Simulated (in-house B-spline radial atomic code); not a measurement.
Checks on a self-consistent run for Re VIII (Re7+), [He] 2s1 2p6 3s2 3p6 3d10 4s2 4p6 4d10 4f14 5s2 5p6 5d1. Computed with a B-spline radial code for spherical atoms: Dirac-Hartree-Fock, average of configuration, Fermi nucleus of rms radius 5.3698 fm.

```json
{"orbital": "1s1/2", "q": "2", "ε (Eh)": "-2665.77085", "<1/r>": "88.7124", "<r²>": "0.000447945", "small-component weight": "0.080219"}
{"orbital": "2s1/2", "q": "1", "ε (Eh)": "-475.93388", "<1/r>": "21.6913", "<r²>": "0.0068099", "small-component weight": "0.018307"}
{"orbital": "2p1/2", "q": "2", "ε (Eh)": "-454.62516", "<1/r>": "21.6616", "<r²>": "0.00482277", "small-component weight": "0.018401"}
{"orbital": "2p3/2", "q": "4", "ε (Eh)": "-401.02323", "<1/r>": "18.1108", "<r²>": "0.00600246", "small-component weight": "0.016588"}
{"orbital": "3s1/2", "q": "2", "ε (Eh)": "-115.96515", "<1/r>": "8.07963", "<r²>": "0.0436003", "small-component weight": "0.0062177"}
{"orbital": "3p1/2", "q": "2", "ε (Eh)": "-107.05471", "<1/r>": "7.94973", "<r²>": "0.0398822", "small-component weight": "0.0060926"}
{"orbital": "3p3/2", "q": "4", "ε (Eh)": "-95.08022", "<1/r>": "7.02832", "<r²>": "0.0462105", "small-component weight": "0.0055758"}
{"orbital": "3d3/2", "q": "4", "ε (Eh)": "-80.05386", "<1/r>": "6.92351", "<r²>": "0.0355338", "small-component weight": "0.0054587"}
{"orbital": "3d5/2", "q": "6", "ε (Eh)": "-77.41986", "<1/r>": "6.70433", "<r²>": "0.0372789", "small-component weight": "0.0053122"}
{"orbital": "4s1/2", "q": "2", "ε (Eh)": "-28.55669", "<1/r>": "3.3748", "<r²>": "0.214482", "small-component weight": "0.00203"}
{"orbital": "4p1/2", "q": "2", "ε (Eh)": "-24.67791", "<1/r>": "3.26187", "<r²>": "0.219898", "small-component weight": "0.0019326"}
{"orbital": "4p3/2", "q": "4", "ε (Eh)": "-21.83309", "<1/r>": "2.95728", "<r²>": "0.251627", "small-component weight": "0.0017505"}
{"orbital": "4d3/2", "q": "4", "ε (Eh)": "-15.34783", "<1/r>": "2.7513", "<r²>": "0.269798", "small-component weight": "0.0015583"}
{"orbital": "4d5/2", "q": "6", "ε (Eh)": "-14.79958", "<1/r>": "2.67485", "<r²>": "0.281846", "small-component weight": "0.0015045"}
{"orbital": "4f5/2", "q": "6", "ε (Eh)": "-6.36714", "<1/r>": "2.28819", "<r²>": "0.352091", "small-component weight": "0.0011463"}
{"orbital": "4f7/2", "q": "8", "ε (Eh)": "-6.25633", "<1/r>": "2.25699", "<r²>": "0.36169", "small-component weight": "0.001123"}
{"orbital": "5s1/2", "q": "2", "ε (Eh)": "-7.39147", "<1/r>": "1.34224", "<r²>": "1.12275", "small-component weight": "0.00047925"}
{"orbital": "5p1/2", "q": "2", "ε (Eh)": "-6.00389", "<1/r>": "1.24221", "<r²>": "1.28513", "small-component weight": "0.00042115"}
{"orbital": "5p3/2", "q": "4", "ε (Eh)": "-5.50689", "<1/r>": "1.1432", "<r²>": "1.46478", "small-component weight": "0.00037427"}
{"orbital": "5d3/2", "q": "0.4", "ε (Eh)": "-3.73112", "<1/r>": "0.935042", "<r²>": "2.12309", "small-component weight": "0.00026253"}
{"orbital": "5d5/2", "q": "0.6", "ε (Eh)": "-3.67186", "<1/r>": "0.914069", "<r²>": "2.20489", "small-component weight": "0.00025325"}
```

Electron-electron repulsion V_ee = 5817.6950 hartree.

Q: What total energy follows from the eigenvalues?

A: The eigenvalues count the repulsion twice, so E = Σqε - V_ee = -10416.672 - 5817.695 = -16234.367 hartree; the run printed -16234.367.

Q: Does the Dirac virial theorem hold?

A: For a point nucleus E = -2c²Σq·w, with w the small-component weight. Here Σq·w = 0.43213 and c = 137.0360, so the ratio E/(-2c²Σq·w) is 1.000271; the finite nucleus accounts for the departure from 1.

Q: What diamagnetic shielding (Lamb formula) and susceptibility (Langevin formula) do the radii give?

A: σ = (α²/3)Σq<1/r> = 537.581/(3·137.036²) = 9542.3 ppm, and χ = -0.79199×10⁻⁶·Σq<r²> = -18.42×10⁻⁶ cm³/mol with Σq<r²> = 23.258 bohr². Both are non-relativistic formulas without the paramagnetism of open shells; for so heavy an element the full relativistic shielding is larger by tens of per cent.
